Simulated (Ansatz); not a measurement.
A further run on `CC(F)(F)C(F)(F)C(F)(F)C(F)(F)C(F)(F)C(F)(F)C(F)(F)C(F)(F)C(F)(F)C(F)(F)C(F)(F)C(C)(F)F`.

```yaml
crystal:
  periodic: [false, false, false]
  atoms:
    - {symbol: C, position_ang: [-7.158745, 0.266899, 0.208987]}
    - {symbol: C, position_ang: [-6.032745, -0.432895, 0.933471]}
    - {symbol: F, position_ang: [-5.983622, 0.000007, 2.229979]}
    - {symbol: F, position_ang: [-6.240010, -1.786522, 0.963205]}
    - {symbol: C, position_ang: [-4.595793, -0.189399, 0.350094]}
    - {symbol: F, position_ang: [-3.682314, -0.494555, 1.303237]}
    - {symbol: F, position_ang: [-4.482329, 1.134999, 0.046568]}
    - {symbol: C, position_ang: [-4.244933, -1.028765, -0.919621]}
    - {symbol: F, position_ang: [-5.289386, -0.952801, -1.796937]}
    - {symbol: F, position_ang: [-4.068442, -2.318707, -0.571234]}
    - {symbol: C, position_ang: [-2.988993, -0.560771, -1.750525]}
    - {symbol: F, position_ang: [-2.847890, -1.478011, -2.742371]}
    - {symbol: F, position_ang: [-3.264248, 0.640720, -2.301823]}
    - {symbol: C, position_ang: [-1.634418, -0.466034, -0.969741]}
    - {symbol: F, position_ang: [-1.512392, -1.544462, -0.158863]}
    - {symbol: F, position_ang: [-1.656387, 0.663026, -0.221298]}
    - {symbol: C, position_ang: [-0.387495, -0.428680, -1.916985]}
    - {symbol: F, position_ang: [-0.182218, -1.661448, -2.425265]}
    - {symbol: F, position_ang: [-0.648060, 0.431322, -2.935425]}
    - {symbol: C, position_ang: [0.964642, 0.077674, -1.279152]}
    - {symbol: F, position_ang: [1.896260, -0.068334, -2.254563]}
    - {symbol: F, position_ang: [0.831890, 1.391992, -0.989831]}
    - {symbol: C, position_ang: [1.454118, -0.677623, -0.004338]}
    - {symbol: F, position_ang: [0.678062, -0.316401, 1.042561]}
    - {symbol: F, position_ang: [1.313935, -2.011392, -0.215750]}
    - {symbol: C, position_ang: [2.967443, -0.477765, 0.398035]}
    - {symbol: F, position_ang: [3.113493, -1.143097, 1.571577]}
    - {symbol: F, position_ang: [3.732248, -1.067615, -0.546687]}
    - {symbol: C, position_ang: [3.444704, 0.994222, 0.594574]}
    - {symbol: F, position_ang: [2.495666, 1.660112, 1.304241]}
    - {symbol: F, position_ang: [3.567323, 1.573805, -0.622524]}
    - {symbol: C, position_ang: [4.790913, 1.201468, 1.379263]}
    - {symbol: F, position_ang: [4.591341, 0.859214, 2.676709]}
    - {symbol: F, position_ang: [5.029744, 2.543262, 1.324650]}
    - {symbol: C, position_ang: [6.066419, 0.469513, 0.866531]}
    - {symbol: C, position_ang: [7.327519, 0.942598, 1.552178]}
    - {symbol: F, position_ang: [6.151408, 0.664628, -0.484569]}
    - {symbol: F, position_ang: [5.891129, -0.871073, 1.083791]}
    - {symbol: H, position_ang: [-6.991978, 1.359077, 0.225060]}
    - {symbol: H, position_ang: [-7.229084, -0.078818, -0.836764]}
    - {symbol: H, position_ang: [-8.099616, 0.031323, 0.741345]}
    - {symbol: H, position_ang: [7.239191, 0.793748, 2.644055]}
    - {symbol: H, position_ang: [8.173195, 0.343366, 1.166223]}
    - {symbol: H, position_ang: [7.500445, 2.012194, 1.337912]}
basis:
  gaussian: {orbitals: STO-3G, final_grid: {core_spheres: 8, valence_spheres: 7, degree: 23}}
magnetization: {spin_polarized: true, initial_magnetization: 2}
hamiltonian: {xc: {name: revPBE0}}
scf: {omitted_lower_state_checks: [starts]}
output: {forces: true}
```

```sh
$ ansatz run in.yaml --threads 2 --pin off --events-out ev --progress --plain --max-ram 32768MiB --backend cuda --devices 0, --max-vram 18GiB
```

Shortened log:

```
Functional definition: revPBE0
  name "revPBE0"
  cite "Zhang & Yang, Phys. Rev. Lett. 80, 890 (1998) doi:10.1103/PhysRevLett.80.890"
  cite "Adamo & Barone, J. Chem. Phys. 110, 6158 (1999) doi:10.1063/1.478522"
  cite "Perdew, Burke & Ernzerhof, Phys. Rev. Lett. 77, 3865 (1996) doi:10.1103/PhysRevLett.77.3865"
  parameter a = 0.25
  parameter kappa = 1.245
  parameter beta = 0.06672455060314922
  exchange = (1 - a)*pbe_x(kappa = kappa, mu = beta*pi^2/3) + a*exact_x
  correlation = pbe_c(beta = beta)
these checks for a lower state are left out or cut short: starts
2958 factors; integrals over basis functions are off by at most 5.6e-5 eV
mean field evaluation 1: about -78640.7185 eV, gradient 5.8e1 eV
mean field evaluation 2: about -78614.8013 eV, gradient 9.4e1 eV
mean field evaluation 4: about -78656.5553 eV, gradient 1.6e1 eV
mean field evaluation 8: about -78661.2217 eV, gradient 1.4e0 eV
mean field evaluation 16: about -78661.6361 eV, gradient 1.3e-1 eV
mean field evaluation 32: about -78661.6582 eV, gradient 2.8e-5 eV
mean field -78661.65823365 eV, -2890.7626212998 hartree, gradient 4.4e-8 eV, S^2 2.002147; 0 other end points of the search recorded, 0 dependent functions left out
the calculation of the forces begins
reference -78661.65826127 eV, -2890.7626223147 hartree; 154, 152 occupied and 42, 44 virtual orbitals, 2958 factors
Total energy: -78661.65826127 eV, -2890.7626223147 hartree
Atom 0 force    -1.569310     1.048331    -1.047450 eV/Å
Atom 1 force    -0.132577    -0.705184     0.033298 eV/Å
Atom 2 force     0.099853     0.788135     2.048194 eV/Å
Atom 3 force    -0.487725    -2.117551    -0.029048 eV/Å
Atom 4 force     0.447196    -0.051940    -1.172599 eV/Å
Atom 5 force     1.928632    -0.419867     2.306126 eV/Å
Atom 6 force     0.359016     2.951356    -0.394045 eV/Å
Atom 7 force    -1.500555     2.739894     0.541434 eV/Å
Atom 8 force    -3.759365    -0.913036    -2.245101 eV/Å
Atom 9 force     0.651404    -3.594424     0.391520 eV/Å
Atom 10 force     1.379309    -3.444838     1.949807 eV/Å
Atom 11 force     0.181821    -1.780273    -1.733129 eV/Å
Atom 12 force    -0.735392     4.105022    -1.070972 eV/Å
Atom 13 force     0.034272     3.521318    -1.921192 eV/Å
Atom 14 force     0.328591    -3.711438     2.162749 eV/Å
Atom 15 force    -0.086169     2.135975     1.626219 eV/Å
Atom 16 force     1.164726    -1.496005     2.143835 eV/Å
Atom 17 force     0.347414    -2.675472    -1.214059 eV/Å
Atom 18 force    -0.841502     2.385785    -2.476764 eV/Å
Atom 19 force    -0.185021     0.526063    -0.282234 eV/Å
Atom 20 force     2.601961    -0.280039    -2.183555 eV/Å
Atom 21 force    -0.307807     2.704052     0.712059 eV/Å
Atom 22 force    -0.190285     0.005553    -0.098576 eV/Å
Atom 23 force    -1.607064     0.814847     2.194096 eV/Å
Atom 24 force    -0.231899    -2.694935    -0.373139 eV/Å
Atom 25 force     0.106913     0.068066    -0.069747 eV/Å
Atom 26 force     0.297266    -1.349485     2.353475 eV/Å
Atom 27 force     1.635796    -1.212895    -2.013951 eV/Å
Atom 28 force    -0.097170    -0.063668    -0.261489 eV/Å
Atom 29 force    -1.777503     1.310290     1.426627 eV/Å
Atom 30 force     0.291760     1.167401    -2.517809 eV/Å
Atom 31 force     0.090434     0.193386     0.430014 eV/Å
Atom 32 force    -0.449751    -0.760747     2.510369 eV/Å
Atom 33 force     0.346845     2.464679    -0.168982 eV/Å
Atom 34 force    -0.181690    -0.747139    -0.796623 eV/Å
Atom 35 force     1.713844     0.706454     1.060034 eV/Å
Atom 36 force     0.264088     0.356462    -2.125009 eV/Å
Atom 37 force    -0.200304    -2.107547     0.401073 eV/Å
Atom 38 force    -0.115251    -0.237784    -0.071726 eV/Å
Atom 39 force    -0.002420     0.095236     0.183747 eV/Å
Atom 40 force     0.135185     0.168474    -0.263115 eV/Å
Atom 41 force     0.130487     0.088631    -0.248111 eV/Å
Atom 42 force    -0.112773     0.258532     0.197051 eV/Å
Atom 43 force     0.034724    -0.239675     0.106698 eV/Å
Dipole moment:    -0.035551     0.148621     0.018840 e Å
Checks for a lower state left out: starts
```

Hardware: 2 threads of AMD EPYC 7R13 on a shared host and a share (18 GiB) of an NVIDIA H100 80GB HBM3. Wall time 19 s, peak host memory 2.2 GiB.
